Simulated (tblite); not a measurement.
Species: C3H8O4Si.
Numbering: `[CH3:1][CH2:2][Si:3]([OH:4])([OH:5])[O:6][CH:7]=[O:8]` (hydrogens: H9, H10, H11 on C1; H12, H13 on C2; H14 on O4; H15 on O5; H16 on C7)

The geometry is computed with GFN2-xTB (gas phase).

Some entries are withheld. Bonds in one row agree within 0.01 Å.

```json
{"coordinate": "C1–C2", "value": "1.529 Å"}
{"coordinate": "C2–Si3", "value": "?"}
{"coordinate": "Si3–O4", "value": "?"}
{"coordinate": "Si3–O5", "value": "?"}
{"coordinate": "Si3–O6", "value": "1.703 Å"}
{"coordinate": "O6–C7", "value": "?"}
{"coordinate": "C7=O8", "value": "1.199 Å"}
{"coordinate": "C1–H9, C1–H10, C1–H11", "value": "1.087 Å"}
{"coordinate": "C2–H12, C2–H13", "value": "1.091 Å"}
{"coordinate": "O4–H14, O5–H15", "value": "0.957 Å"}
{"coordinate": "C7–H16", "value": "1.105 Å"}
{"coordinate": "C1–C2–Si3", "value": "113.6°"}
{"coordinate": "C2–Si3–O4", "value": "?"}
{"coordinate": "C2–Si3–O5", "value": "?"}
{"coordinate": "C2–Si3–O6", "value": "108.1°"}
{"coordinate": "O4–Si3–O5", "value": "?"}
{"coordinate": "O4–Si3–O6", "value": "105.5°"}
{"coordinate": "O5–Si3–O6", "value": "108.1°"}
{"coordinate": "Si3–O6–C7", "value": "123.6°"}
{"coordinate": "O6–C7–O8", "value": "126.0°"}
```

Task: Estimate the withheld lengths and angles.

Result: 
- C2–Si3 = 1.894 Å, drawn single (sp3 carbon bound to silicon to oxygen-bound silicon); 0.02 Å above the sum of covalent radii, 1.87 Å.
- Si3–O4 = 1.609 Å, drawn single (oxygen-bound silicon to silanol oxygen); 0.16 Å below the sum of covalent radii, 1.77 Å.
- Si3–O5 = 1.623 Å, drawn single (oxygen-bound silicon to silanol oxygen); 0.15 Å below the sum of covalent radii, 1.77 Å.
- O6–C7 = 1.303 Å, drawn single (oxygen singly bound to a carbonyl carbon to carbonyl carbon); 0.09 Å below the sum of covalent radii, 1.39 Å.
- C2–Si3–O4 = 108.5°, at the oxygen-bound silicon; the outer atoms are 2.848 Å apart.
- C2–Si3–O5 = 116.3°, at the oxygen-bound silicon; the outer atoms are 2.991 Å apart.
- O4–Si3–O5 = 109.8°, at the oxygen-bound silicon; the outer atoms are 2.643 Å apart.

Radii are Cordero's, carbon taken as 0.76, 0.73 or 0.69 Å for four, three, and two or fewer neighbours.

Its GFN2-xTB frequencies are all real (lowest 28 cm⁻¹). One conformer, not necessarily the lowest (C1–C2–Si3–O4 -59°, C2–Si3–O4–H -176°, C2–Si3–O5–H -74°, C2–Si3–O6–C7 85°, Si3–O6–C7–O8 2°). 2 starts were optimised and ended at 0.00 and 0.02 kcal/mol (GFN2-xTB); the lowest of these is shown.
